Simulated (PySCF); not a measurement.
C₂H₉FSi₃, SMILES F[Si@H]1C[SiH2]C[SiH2]1.

Geometry optimised at B3LYP-D3(BJ)/def2-SVP. The structure was generated by enumeration; whether it is a known compound was not checked. The values are those of a single conformer.

Calculation: TDA-PBE/def2-SVPD run with PySCF 2.14.0.

Vertical excitations. 

Q: Estimate the UV-visible absorptions. (The exact figures need the calculation; the answer reports its results.)

A: 
```tsv
state	energy (eV)	λ (nm)	f	main pairs
S1	5.51	225	0.015	HOMO→LUMO 95 %
S2	5.99	207	0.002	HOMO−1→LUMO 66 %, HOMO→LUMO+1 31 %
S3	6.05	205	0.033	HOMO→LUMO+1 60 %, HOMO−1→LUMO 30 %
S4	6.17	201	0.008	HOMO−2→LUMO 94 %
S5	6.47	192	0.003	HOMO→LUMO+2 92 %
S6	6.59	188	0.003	HOMO−3→LUMO 91 %
T1	4.80	258	0	HOMO→LUMO 99 %
T2	5.56	223	0	HOMO→LUMO+1 96 %
```
Triplets are in the Tamm–Dancoff approximation.
